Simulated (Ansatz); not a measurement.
Stepwise reaction of `[NH]=[Ta]([OH])([OH])[F]` with ammonia, as a gas-phase model of exchange steps in deposition or etching. ΔE in kJ/mol; ΔG adds harmonic PBE0-D4 terms to CCSD(T)/CBS, at 1 bar.

Isolated molecules relaxed with PBE0-D4/def2-TZVP in Ansatz; ΔE leaves out vibrations. CCSD(T)/CBS is the MP2 limit (def2-TZVPP, def2-QZVPP) plus CCSD(T) − MP2 in def2-TZVPP, frozen cores. This one scheme is used for every species. Functionals use def2-TZVPP. B3LYP here is the variant with VWN-RPA as its local correlation; programs differ in this. def2 core potentials past Kr. For Ta outer-core shells are correlated without core-valence functions, which leaves a few kJ/mol of doubt a bond. One conformer a species, not always the lowest.

| step | reaction | PBE-D4 | B3LYP-D4 | ωB97M-V | CCSD(T)/CBS | ΔG(400 K) |
| --- | --- | --- | --- | --- | --- | --- |
| 2 | `[NH]=[Ta]([NH2])([OH])[F]` + NH₃ → `[NH]=[Ta]([NH2])([NH2])[F]` + H₂O | 52.9 | 55.0 | 55.3 | 48.9 | 45.9 |

**Question.** Give the row of step 1, `[NH]=[Ta]([OH])([OH])[F]` + NH₃ → `[NH]=[Ta]([NH2])([OH])[F]` + H₂O. (Best estimate.)

**Answer.** The calculation gave: 
| step | reaction | PBE-D4 | B3LYP-D4 | ωB97M-V | CCSD(T)/CBS | ΔG(400 K) |
| --- | --- | --- | --- | --- | --- | --- |
| 1 | `[NH]=[Ta]([OH])([OH])[F]` + NH₃ → `[NH]=[Ta]([NH2])([OH])[F]` + H₂O | 48.6 | 50.1 | 50.2 | 44.0 | 41.4 |

**Question.** By hand: ΔE of the 2 steps together at CCSD(T)/CBS.

**Answer.** (44.0) + (48.9) = 92.9 kJ/mol, or 46.5 kJ/mol a step.

In ΔE the steps differ by no more than 4.9 kJ/mol. All are uphill at CCSD(T)/CBS. ΔG lies between 41.4 and 45.9 kJ/mol a step. PBE-D4 differs from CCSD(T)/CBS by 4.0 to 4.6 kJ/mol a step. Only this route is followed, and other bonds may react first. Isolated molecules leave out the surface, adducts and barriers. Largest T1 diagnostic: 0.019.
